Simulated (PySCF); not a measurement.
BF2HS, SMILES FB(F)S. Atoms are numbered in the order given.

```xyz
5

B      0.0014    -0.4648     0.0000
F      1.1123    -1.1820     0.0000
F     -1.1589    -1.1041     0.0000
S      0.1027     1.3360     0.0000
H     -1.2305     1.5230     0.0000
```

The structure is a stationary point at ωB97X-D3(BJ)/def2-SVP. One conformer was computed; it need not be the lowest.

All values below come from PBE0/def2-TZVPD (PySCF).

Mulliken values depend strongly on the basis, most of all with diffuse functions as here. ESP charges are fitted to the potential on shells at 1.4 to 2.0 van der Waals radii. Atomic charges (e):

| atom | ESP fit | meta-Löwdin | Mulliken |
|---|---|---|---|
| B1 | 0.40 | 0.55 | 0.61 |
| F2 | -0.15 | -0.29 | -0.22 |
| F3 | -0.21 | -0.30 | -0.23 |
| S4 | -0.21 | -0.08 | -0.39 |
| H5 | 0.18 | 0.12 | 0.23 |
